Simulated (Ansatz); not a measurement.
Stepwise reaction of `F[Si](F)(F)B(Cl)Cl` with hydrogen, as a gas-phase model of exchange steps in deposition or etching. ΔE in kJ/mol.

Gas-phase electronic energies from Ansatz, PBE0-D4/def2-TZVP geometries. CBS: MP2 limit from def2 TZ/QZ plus the TZ coupled-cluster correction, frozen cores. This one scheme is used for every species. DFT in def2-TZVPP. B3LYP here is the variant with VWN-RPA as its local correlation; programs differ in this. One conformer a species, not always the lowest.

| step | reaction | PBE-D4 | B3LYP-D4 | ωB97M-V | CCSD(T)/CBS |
| --- | --- | --- | --- | --- | --- |
| 1 | `F[Si](F)(F)B(Cl)Cl` + H₂ → `F[Si](F)(F)BCl` + HCl | 80.6 | 72.9 | 71.5 | 69.3 |

(1) Give the row of step 2, `F[Si](F)(F)BCl` + H₂ → `B[Si](F)(F)F` + HCl. (An estimate is asked.)

(2) By hand: ΔE of the 2 steps together at CCSD(T)/CBS.

Answers

(1) Computed: 
```csv
step,reaction,PBE-D4,B3LYP-D4,ωB97M-V,CCSD(T)/CBS
2,`F[Si](F)(F)BCl` + H₂ → `B[Si](F)(F)F` + HCl,88.9,79.7,78.2,76.5
```

(2) (69.3) + (76.5) = 145.8 kJ/mol, or 72.9 kJ/mol a step.

In ΔE each step is higher than the one before. All are uphill at CCSD(T)/CBS. PBE-D4 differs from CCSD(T)/CBS by 11.3 to 12.4 kJ/mol a step. Isolated molecules leave out the surface, adducts and barriers. Largest T1 diagnostic: 0.013.
